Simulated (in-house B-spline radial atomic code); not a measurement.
The numbers below are computed, except where a source is named.
# Softness against transferability: the 3s channel of Ti

Ti, [Ar] 3d2 4s2, non-relativistic PBE, spherical and spin-unpolarised, from an all-electron radial atomic-structure program (B-spline basis) (atomic units). The all-electron 3s level is ε = -2.271296 hartree, its outermost node lies just inside 0.41 bohr and its outer maximum at 0.87 bohr.

Troullier-Martins pseudo-orbitals are made for several radii. The cutoffs (hartree) are the plane-wave energies beyond which the orbital holds less than the named kinetic energy per electron. The phase error is the difference, pseudo minus all-electron, of arctan(R P'/P) at R = 1.52 bohr for all radii, half a hartree below and above the level.

```
r_c (bohr)  V_l(0) (hartree)  cutoff for 10 mEh  for 1 mEh  for 0.1 mEh  phase error at ε − 0.5 (mrad)  at ε + 0.5 (mrad)
      0.65            -33.69               92.5        292        > 450                           -5.6               -1.2
      0.76             -3.21               57.9        128          229                           -3.1               -0.6
      0.87              5.94               38.4       67.3          122                           -2.1               -0.4
      0.99              4.97                 36         65          116                           -2.4               -0.5
       1.1              2.31               25.3       57.5          100                           -3.9               -0.8
      1.22              0.01                 21       48.4         81.9                           -7.7               -1.5
```

Problem. Which radius needs the lowest cutoff for 1 mEh while both phase errors stay within 4.0 mrad?

Solution. The radii within that limit are 0.76, 0.87, 0.99, 1.1 bohr; of these r_c = 1.1 needs the least, 57.5 hartree, that is 115 Ry or 1565 eV.

Problem. What does the larger radius buy, and what does it cost?

Solution. From r_c = 0.65 to 1.22 bohr the cutoff for 1 mEh goes from 292 to 48.4 hartree, a factor of 6.03, against 3.52 for a pure 1/r_c² scaling, end to end; step by step it is 292, 128, 67.3, 65, 57.5, 48.4, and for 0.1 mEh > 450, 229, 122, 116, 100, 81.9; the number of plane waves goes as the cutoff to the power 3/2, here a factor of 14.8. The larger of the two phase errors is least at r_c = 0.87 bohr, 2.1 mrad; it is 5.6 at the smallest radius and 7.7 at the largest. These errors test the reference atom alone. The smallest radius lies well inside the outer maximum, where the nodeless form must bend sharply to keep the norm, so it is both harder and scatters less well than the next. Large radii also let the cores of neighbours overlap, which an atom doesn't show.
